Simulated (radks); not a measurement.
The numbers below are computed, except where a source is named.
Q: The mean radii <r> (bohr) of the occupied orbitals of an atom or ion are listed with their occupations. Code: a radial shooting solver on a logarithmic mesh with Libxc functionals. Model: scalar-relativistic Kohn-Sham, PBE, spin-unpolarised, spherical densities, point nucleus.

orbital  occ.      <r>
1s          2  0.08572
2s          2   0.4133
2p          6   0.3756
3s          2    1.291
3p          3    1.396

Name the element and its charge.

A: Z = 18, argon, charge +3: Ar3+ in [Ne] 3s2 3p3. The 1s radius gives Z: for a bare nucleus <r> = (2 gamma + 1)/(2Z) with gamma = sqrt(1 - (Z/c)^2), 0.08285 bohr for Z = 18, and screening makes it slightly larger (0.08572 here). The occupations add up to 15, and the charge is Z minus that.
